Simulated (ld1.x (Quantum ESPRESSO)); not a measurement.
## What the settings do to the TM potential of Rh

Base potential:

ld1.x (Quantum ESPRESSO) 7.5 input, shortened:

```
&input
   title='Rh', zed=45., rel=2, dft='BLYP', iswitch=3,
   config='[Kr] 4d8 5s1 5p0', rel_dist='average'
 /
 &inputp
   pseudotype=2, tm=.true., lloc=0,
   nlcc=.true.
 /
3
5P  2  1   0.00   0.00  2.60  2.60  0.0
4D  3  2   8.00   0.00  1.75  1.75  0.0
5S  1  0   1.00   0.00  2.65  2.65  0.0
 &test
   configts(1)='4d8 5s1 5p0'
 /
```

Open shells are filled in proportion to 2j + 1 (rel_dist='average').

Cutoffs, loose and tight: the cutoffs (Ry, on a coarse ladder) from which the occupation-weighted sum of valence levels, in a spherical-Bessel basis at the reference potential, stays within 10 and 1 mRy of its value at 400 Ry. They do not see the model core or the augmentation charge, which bear on the density cutoff. Test errors are all-electron minus pseudo excitation energies from the reference, over the configurations 4d8 5s0 5p0; 4d7 5s0 5p0; 4d6 5s0 5p0; 4d5 5s0 5p0; 4d7 5s2 5p0; 4d8 5s0.5 5p0; 4d7 5s1 5p1. A dash means not determined; rows that change the core or the reference have their own tests. The largest error is taken over the tests solved by every variant that gives reliable tests at all: 4d5 5s0 5p0; 4d6 5s0 5p0; 4d7 5s0 5p0; 4d7 5s2 5p0; 4d8 5s0 5p0; 4d8 5s0.5 5p0.

A true bound ghost makes a file unfit for plane-wave use even where its test errors are small: the radial tests pick states by their node count and pass the ghost by.

| change | outcome | cutoff, loose | cutoff, tight | bound ghosts | largest test error (meV) |
| --- | --- | --- | --- | --- | --- |
| base | generated | 55 Ry | 70 Ry | none | -1785 |
| all radii but the core radius scaled by about 0.75 (s 2.00, p 1.96, d 1.32 bohr) | generated | 70 Ry | 80 Ry | p3/2, p1/2 | -1783 |
| all radii but the core radius scaled by about 0.84 (s 2.22, p 2.18, d 1.46 bohr) | generated | 60 Ry | 80 Ry | p1/2, p3/2 | -1807 |
| all radii but the core radius scaled by about 1.05 (s 2.78, p 2.74, d 1.84 bohr) | generated | 50 Ry | 60 Ry | none | -1791 |
| all radii but the core radius scaled by about 1.11 (s 2.96, p 2.90, d 1.94 bohr) | generated | 50 Ry | 60 Ry | none | -1837 |
| all radii but the core radius scaled by about 1.19 (s 3.16, p 3.10, d 2.08 bohr) | generated | 45 Ry | 55 Ry | none | -1841 |
| all radii but the core radius scaled by about 1.25 (s 3.30, p 3.24, d 2.18 bohr) | generated | 45 Ry | 55 Ry | none | -1905 |
| all radii but the core radius scaled by about 1.29 (s 3.44, p 3.36, d 2.26 bohr) | generated | 40 Ry | 55 Ry | none | -1938 |
| all radii but the core radius scaled by about 1.39 (s 3.70, p 3.62, d 2.44 bohr) | generated | 40 Ry | 55 Ry | none | -1964 |

(1) What comes out with this change to the base: all radii but the core radius scaled by about 0.91 (s 2.40, p 2.36, d 1.60 bohr)?

Results:

(1) outcome: generated; cutoff, loose: 60 Ry; cutoff, tight: 70 Ry; bound ghosts: none; largest test error (meV): -1795.

Reading the sweep of the scale of all radii but the core radius (base = 1) (base included, trends over the rows without a ghost): The loose cutoff falls from 60 Ry at 0.91 to 40 Ry at 1.39. A larger radius leaves more room for a smooth pseudo-wave, so fewer plane waves are needed; a smaller one forces it to follow the all-electron wave where it bends sharply. The median size of the test errors (rows with all tests solved) falls from 122.0 meV at 0.91 to 59.1 meV at 1.39. This runs against the usual rule that a larger radius transfers worse; these runs do not show why. Bound ghosts are found at 0.75, 0.84.
